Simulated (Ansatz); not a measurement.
Total energies of Nb₂O₂⁺ from Ansatz at r2SCAN-D4/def2-TZVP, gas phase (1 Eh = 27.2114 eV = 2625.5 kJ/mol). The reference geometry is relaxed at r2SCAN-D4/def2-TZVP.

Cartesian coordinates in Å:
```
Nb -0.532 -1.289 0.623
Nb 1.433 -0.091 -0.519
O 0.675 1.375 -0.706
O -1.576 0.004 0.602
```

| state | geometry | energy (Eh) |
| --- | --- | --- |
| charge 1 doublet | reference | -264.21132 |
| charge 0 singlet | reference | -264.44844 |
| charge 1 quartet | relaxed at r2SCAN-D4/def2-TZVP | -264.20145 |

In the def2 sets Nb takes a core potential; there is no spin–orbit coupling.

Question: Work out the vertical electron affinity, to the singlet.

Answer: E(charge 1 doublet) − E(charge 0 singlet) = -264.21132 − (-264.44844) = 0.23712 Eh = 6.45 eV.

Question: Which of the charge 1 states is lowest, and how far above it are the others?

Answer: The doublet. quartet: -264.20145 − (-264.21132) = 0.00987 Eh = 25.9 kJ/mol.

A triplet lies near this restricted singlet, and broken spin symmetry wasn't tried. 

The structure comes from a short search, and lower isomers may exist.
